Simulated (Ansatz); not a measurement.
Cost and result for the atomization energy of GaH5InNO (`[OH][GaH][NH][InH2]`) (9 atoms, 8 bonds).

```xyz
9

O     0.4315    2.5875   -0.8785
Ga   -0.1094    1.2476    0.1838
N     0.2499   -0.4082   -0.4755
In   -0.1413   -2.2349    0.3166
H     0.2420    3.4604   -0.5304
H    -0.8200    1.5182    1.5426
H     0.7175   -0.4033   -1.3731
H     0.3627   -3.5779   -0.6211
H    -0.9328   -2.1895    1.8354
```

Total charge 0; spin multiplicity 1. Correlated methods include outer-core shells of Ga, In, which these sets cover unevenly. Scalar relativity is left out up to krypton. In takes the def2 core potential. All single points use the PBE0-D4/def2-TZVP geometry. It is one conformer, not always the lowest. Program: Ansatz. All runs use 4 threads of an Arm Neoverse V1 on a shared host. Times are those of one run each, without the atoms' runs, and a repeat can differ threefold. Electronic energies, without spin–orbit coupling; frozen cores. CCSD(T)/CBS adds CCSD(T) − MP2 in def2-TZVPP to the MP2 limit, and its time is that of the two runs behind it. T1 = 0.016. With those shells the extrapolation isn't a true limit. B3LYP takes the VWN-RPA correlation (the form of Gaussian; ORCA's B3LYP/G).

CCSD(T)/CBS is a level of theory with its own doubt, some kJ/mol a heavy atom from the limit and from the frozen cores, so smaller differences don't rank the functionals.

```tsv
level	functions	wall time
LDA (SPW92)/def2-TZVPP	230	1.4 s
revPBE-D4/def2-TZVPP	230	2.3 s
BLYP-D4/def2-TZVPP	230	2.5 s
PBE0-D4/def2-TZVPP	230	3.9 s
CAM-B3LYP-D4/def2-TZVPP	230	5.5 s
r2SCAN-D4/def2-TZVPP (with forces)	230	6 s
B3LYP-D4/def2-TZVPP (with forces)	230	6.5 s
B2PLYP/def2-TZVPP	230	7.5 s
CCSD(T)/def2-SVP	111	11 s
ωB97M-V/def2-TZVPP (with forces)	230	15 s
MP2/def2-QZVPP	435	30 s
CCSD(T)/def2-TZVPP	230	4.1 min
CCSD(T)/CBS(def2)	–	4.6 min
```

Task: What atomization energy does each give, and how far from CCSD(T)/CBS? (Best estimate.)

Result: The calculation gave: 
```csv
level,atomization (kcal/mol),difference from CCSD(T)/CBS,per bond
LDA (SPW92)/def2-TZVPP,692.2,87.9,11.0
revPBE-D4/def2-TZVPP,581.0,-23.3,-2.9
BLYP-D4/def2-TZVPP,589.8,-14.5,-1.8
PBE0-D4/def2-TZVPP,586.3,-18.0,-2.2
CAM-B3LYP-D4/def2-TZVPP,598.8,-5.5,-0.7
r2SCAN-D4/def2-TZVPP (with forces),596.0,-8.3,-1.0
B3LYP-D4/def2-TZVPP (with forces),589.7,-14.6,-1.8
B2PLYP/def2-TZVPP,587.2,-17.1,-2.1
CCSD(T)/def2-SVP,552.5,-51.8,-6.5
ωB97M-V/def2-TZVPP (with forces),597.3,-7.0,-0.9
MP2/def2-QZVPP,604.3,0.0,0.0
CCSD(T)/def2-TZVPP,586.8,-17.5,-2.2
CCSD(T)/CBS(def2),604.3,0.0,0.0
```

From r2SCAN to r2SCAN0 (25 % exact exchange), in def2-TZVPP and without D4, the atomization energy moves by −14.2 kcal/mol: exact exchange takes away binding that semilocal exchange gives to molecules. In def2-TZVPP, CCSD(T) changes the Hartree–Fock value by +195.8 kcal/mol (the triples alone add +11.3 kcal/mol) and MP2 by +202.6 kcal/mol; breaking electron pairs costs correlation energy, which Hartree–Fock lacks. The D4 term adds +7.2 kcal/mol with B3LYP and +3.8 kcal/mol with PBE0; it sums over pairs of atoms, weighted by their polarisabilities, and B3LYP, whose exchange is more repulsive, gets the larger term.

Spin–orbit coupling would lower the free In atoms strongly, and the atomization energy with them, by more than many differences here.
